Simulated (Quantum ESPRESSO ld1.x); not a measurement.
Isoelectronic series with 11 electrons, all held in the configuration [Ne] 3s1, which need not be the ground one along the series. All-electron calculation, scalar-relativistic Kohn-Sham, LDA (Slater exchange, Perdew-Wang correlation), spin-polarised, spherical densities, point nucleus; open shells are filled with parallel spins first. Program: ld1.x of Quantum ESPRESSO 7.5. Total energies (hartree) and mean radii <r> (bohr):

| ion | E (hartree) | 3s up | 2p down |
|---|---|---|---|
| Mg+ | -199.1719 | 2.749 | 0.6873 |
| Al2+ | -240.8557 | 2.182 | 0.6006 |
| Si3+ | -286.7076 | 1.833 | 0.5339 |
| P4+ | -336.7282 | 1.590 | 0.4809 |
| S5+ | -390.9216 | 1.407 | 0.4377 |
| Cl6+ | -449.2938 | 1.265 | 0.4017 |
| Ar7+ | -511.8521 | 1.150 | 0.3712 |
| K8+ | -578.6049 | 1.055 | 0.3451 |
| Ca9+ | -649.5617 | 0.9748 | 0.3224 |
| Sc10+ | -724.7326 | 0.9063 | 0.3025 |
| Ti11+ | -804.1285 | 0.8469 | 0.2850 |
| V12+ | -887.7614 | 0.7950 | 0.2693 |
| Cr13+ | -975.6435 | 0.7491 | 0.2553 |
| Mn14+ | -1067.7881 | 0.7082 | 0.2427 |
| Fe15+ | -1164.2092 | 0.6716 | 0.2312 |
| Co16+ | -1264.9214 | 0.6386 | 0.2208 |
| Ni17+ | -1369.9400 | 0.6086 | 0.2113 |
| Cu18+ | -1479.2812 | 0.5814 | 0.2025 |
| Zn19+ | -1592.9618 | 0.5564 | 0.1944 |
| Ga20+ | -1710.9995 | 0.5335 | 0.1870 |
| Ge21+ | -1833.4126 | 0.5123 | 0.1800 |
